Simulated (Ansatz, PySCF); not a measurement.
**From computed data to an observable: transport gap, exciton binding and injection barriers**

C₁₀H₇N₃, SMILES C12C=CC=C3C=CN=C(N23)N=CC=1.

Geometry: B3LYP-D3(BJ)/def2-SVP.

Gas-phase, vertical values: ionisation energy 6.85 eV and electron affinity 0.73 eV from ΔSCF with PBE/def2-SVPD (Ansatz, an electronic-structure program); S1 1.68 eV and T1 1.46 eV from TDA-PBE/def2-SVP (PySCF). Assume, for the exercise, a film of permittivity 4.0, a cavity radius of 6.0 Å and electrodes of work function 4.7 eV (anode) and 2.9 eV (cathode), with aligned vacuum levels.

### Question
Work out the fundamental gap and exciton binding energy in the gas phase, the levels in the film by Born's model, the injection barriers and the thermal weight of S1 against T1 at 298 K.

### Answer

Fundamental gap IE − EA = 6.12 eV; exciton binding = gap − S1 = 4.44 eV.
Born polarisation P = (14.3996 eV Å / 2r)(1 − 1/ε) = 0.90 eV. Film: IE = 5.95 eV, EA = 1.63 eV, transport gap 4.32 eV; with S1 unchanged the binding falls to 2.64 eV.
Hole barrier IE − Φ(anode) = 1.25 eV; electron barrier Φ(cathode) − EA = 1.27 eV (a negative value means no barrier, and the level would pin).
ΔE(ST) = S1 − T1 = 0.22 eV, and the triplet has three sublevels, so the ratio S1/T1 is (1/3) exp(−ΔE/kT) = 6.4e-5 with kT = 0.02569 eV: small enough a gap for thermal return to the singlet. All inputs carry the errors of their functional, and relaxed states would shift them.
